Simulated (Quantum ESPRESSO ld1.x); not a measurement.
Problem. These are the eigenvalues of the occupied orbitals of an atom or ion with whole-number occupations (Ry). Method: scalar-relativistic Kohn-Sham, revPBE, spin-unpolarised, spherical densities, point nucleus; computed with ld1.x of Quantum ESPRESSO 7.5.

1s: -2960.26
2s: -474.210
2p: -424.685
3s: -102.334
3p: -86.5864
3d: -64.2368
4s: -20.9306
4p: -15.7911
4d: -8.39580
5s: -3.26156
5p: -1.99655
4f: -0.67112
5d: -0.52363

Which element is it, and in what charge state? The configuration may be excited.

Solution. Z = 58, cerium, charge +1: Ce+ in [Xe] 4f1 5d2. The list shows which subshells hold electrons but not how many an open one holds; the 1s level, -1480.1 hartree, gives Z - s = 54.4 by -(Z - s)^2/2, which with screening and relativity narrows Z to a few neighbours, and the depths of the outer levels then fix element, charge and occupations together.
